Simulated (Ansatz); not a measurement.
Cartesian coordinates (Å):
SMILES: F[SiH3]
```xyz
5

F      1.5585     0.0019     0.1147
Si    -0.0446     0.0000    -0.0035
H     -0.4694     1.3143    -0.5264
H     -0.4368    -1.0826    -0.9285
H     -0.6054    -0.2334     1.3427
```
Charge 0, spin multiplicity 1.

All values below come from frozen-core CCSD(T)/aug-cc-pVTZ // B3LYP-D3(BJ)/def2-TZVPD in Ansatz (a program for electronic structure).

```
Quantity                       Result
----------------------  -------------
HF energy               -390.22823 Ha
MP2 correlation energy    -0.39378 Ha
```

**Question.** Estimate the CCSD correlation energy, the (T) correction, the total energy and the T1 diagnostic.

**Answer.** 
* **CCSD correlation energy**: -0.41439 Ha
* **(T) correction**: -0.01171 Ha
* **CCSD(T) total energy**: -390.65433 Ha
* **T1 diagnostic**: 0.011
